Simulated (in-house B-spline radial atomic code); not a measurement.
Removal energies of one electron outside the [Kr] 4d10 core along the 47-electron series, with the parts due to correlation (partial-wave tail included) and to Breit and QED terms, both contained in the total; recoil is left out. Computed with an all-electron radial atomic-structure program (B-spline basis): frozen-core Dirac-Hartree-Fock with a screened correlation potential.

| ion | Z | removal energy of 5p1/2 (eV) | correlation part of 5p1/2 (eV) | Breit and QED part of 5p1/2 (eV) | removal energy of 5p3/2 (eV) | correlation part of 5p3/2 (eV) | Breit and QED part of 5p3/2 (eV) |
| --- | --- | --- | --- | --- | --- | --- | --- |
| Ag | 47 | 3.8609 | 0.54965 | -0.0029111 | 3.7476 | 0.50757 | -0.001965 |
| Cd+ | 48 | 11.403 | 0.88536 | -0.0087289 | 11.096 | 0.82716 | -0.0054042 |
| In2+ | 49 | ? | ? | ? | ? | ? | ? |
| Sn3+ | 50 | ? | ? | ? | ? | ? | ? |
| Sb4+ | 51 | 44.886 | 1.3677 | -0.032419 | 43.772 | 1.2844 | -0.019357 |
| Te5+ | 52 | 59.067 | 1.482 | -0.042759 | 57.601 | 1.3918 | -0.025629 |
| I6+ | 53 | 74.633 | 1.5863 | -0.054455 | 72.772 | 1.4894 | -0.032807 |
| Xe7+ | 54 | ? | ? | ? | ? | ? | ? |
| Cs8+ | 55 | 109.78 | 1.7737 | -0.082182 | 106.98 | 1.6642 | -0.05006 |
| Ba9+ | 56 | 129.31 | 1.8596 | -0.098354 | 125.97 | 1.7442 | -0.060214 |
| La10+ | 57 | 150.14 | 1.9414 | -0.11616 | 146.18 | 1.8203 | -0.071437 |
| Ce11+ | 58 | 172.23 | 2.02 | -0.13568 | 167.6 | 1.8932 | -0.083771 |
| Pr12+ | 59 | 195.6 | 2.0954 | -0.15699 | 190.23 | 1.9633 | -0.097258 |
| Nd13+ | 60 | 220.22 | 2.1683 | -0.18017 | 214.05 | 2.0309 | -0.11193 |
| Pm14+ | 61 | 246.11 | 2.2388 | -0.20529 | 239.05 | 2.0966 | -0.12784 |
| Sm15+ | 62 | 273.26 | 2.3075 | -0.23245 | 265.23 | 2.1605 | -0.14502 |
| Eu16+ | 63 | 301.66 | 2.3742 | -0.26174 | 292.59 | 2.2227 | -0.16352 |

(1) Fill in the row of In2+.

(2) Fill in the row of Sn3+.

(3) Fill in the row of Xe7+.

## Answers

(1) removal energy of 5p1/2 (eV): 20.938; correlation part of 5p1/2 (eV): 1.0859; Breit and QED part of 5p1/2 (eV): -0.015498; removal energy of 5p3/2 (eV): 20.4; correlation part of 5p3/2 (eV): 1.0182; Breit and QED part of 5p3/2 (eV): -0.0093279.

(2) removal energy of 5p1/2 (eV): 32.148; correlation part of 5p1/2 (eV): 1.2388; Breit and QED part of 5p1/2 (eV): -0.023358; removal energy of 5p3/2 (eV): 31.341; correlation part of 5p3/2 (eV): 1.1629; Breit and QED part of 5p3/2 (eV): -0.013945.

(3) removal energy of 5p1/2 (eV): 91.546; correlation part of 5p1/2 (eV): 1.6829; Breit and QED part of 5p1/2 (eV): -0.067572; removal energy of 5p3/2 (eV): 89.242; correlation part of 5p3/2 (eV): 1.5797; Breit and QED part of 5p3/2 (eV): -0.040938.
